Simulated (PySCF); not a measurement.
## Electron correlation in Sn (tin, neutral)

[Kr] 4d10 5s1 5p2 6s1, high-spin 5P determinant (an excited configuration). Computed with PySCF 2.14 in aug-cc-pwCVTZ-PP with ECP28MDF (8s7p6d4f1g, 96 functions), with scalar relativity through the core potential. Frozen: 4s2 4p6 4d10; 4 electrons correlated.

```
  level  correlation energy (mhartree)
   CCSD                         -19.00
    (T)                          -0.34
CCSD(T)                         -19.34
```

Diagnostics: T1 = 0.013, D1 = 0.0339, largest double amplitude 0.037.

The outer electron is Rydberg-like, and this basis confines it to a smaller radius and binds it less than a complete one would.

Cost of the coupled-cluster step: about 13 core-seconds, for 4 correlated electrons.
